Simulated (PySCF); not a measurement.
**Exercise with solution: chemical shift, span and skew from a shielding tensor**

C5H4F2O, SMILES O=C1C=C(F)C[C@H]1F. Atoms are numbered in the order given.

```xyz
12

O     -1.8299     1.3654     0.5472
C     -0.8647     0.7618     0.1578
C      0.5086     1.2652    -0.0748
C      1.2994     0.2054    -0.2946
F      2.5982     0.2450    -0.5293
C      0.6228    -1.1328    -0.2484
C     -0.8582    -0.7397    -0.2141
F     -1.5862    -1.4807     0.6766
H      0.8096     2.3112    -0.0239
H      0.8844    -1.6675     0.6793
H      0.9101    -1.7650    -1.1020
H     -1.3204    -0.8406    -1.2123
```

Geometry optimised at ωB97X-D3(BJ)/def2-SVP. The structure was generated by enumeration; whether it is a known compound was not checked. One conformer was computed; it need not be the lowest.

GIAO shieldings from PBE/pcSseg-1 run with PySCF, non-relativistic, no solvent. The symmetric part of the tensor of C2 has the principal values -100.4, -14.6, 63.1 ppm. The same nucleus in TMS has σ = 182.0 ppm at this level (PySCF, at its B3LYP-D3(BJ)/def2-TZVP geometry).

Work out the isotropic shielding, the ¹³C shift against TMS, the span and the skew.


σ(iso) = (σ11 + σ22 + σ33)/3 = -17.3 ppm. δ = σ(ref) − σ(iso) = 182.0 − (-17.3) = 199.3 ppm.
Span Ω = σ33 − σ11 = 163.5 ppm. Skew κ = 3(σ(iso) − σ22)/Ω = -0.05. Tumbling in solution averages the tensor to δ; in a static solid the shielding alone would spread this spin-1/2 line over Ω.
